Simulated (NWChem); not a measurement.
System: Si₂H₄OClF; SMILES [SiH2](O[SiH2]F)Cl

```xyz
9

Si    -0.0088    -1.7573    -0.5081
F     -0.9170    -2.0804     0.8107
O      0.9957    -0.4708    -0.1722
Si     0.9239     1.1096     0.3548
Cl    -0.9123     1.9340    -0.1687
H     -0.9369    -1.4196    -1.6304
H      0.8658    -2.9355    -0.7833
H      2.0067     1.8753    -0.3342
H      1.0493     1.1604     1.8444
```
Atoms are numbered in this order, from 1.

Computed with NWChem. Pople sets run with spherical d functions. STO-3G and 3-21G are far too small for this property and stand as cheap habits. All runs use the structure optimised with PBE-D3(BJ)/def2-SVP. Vertical excitations in the gas phase; the lowest state need not have the same character in each row.

Task: Taking PBE/6-31+G*, TDA as the yardstick, which of these has the fewest basis functions while keeping “lowest excitation, singlet (eV)” within 0.05 eV of it: PBE/6-31G*, TDA; PBE/def2-SVP, TDA; PBE/3-21G, TDA?

Result: none of them.
```csv
level,basis functions,"lowest excitation, singlet (eV)",relative time (rough)
"PBE/3-21G, TDA",65,7.13,1
"PBE/6-31G*, TDA",90,7.06,3
"PBE/def2-SVP, TDA",102,7.14,3
"PBE/6-31+G*, TDA",110,6.71,5
```

The yardstick is one finite set, not the basis-set limit.
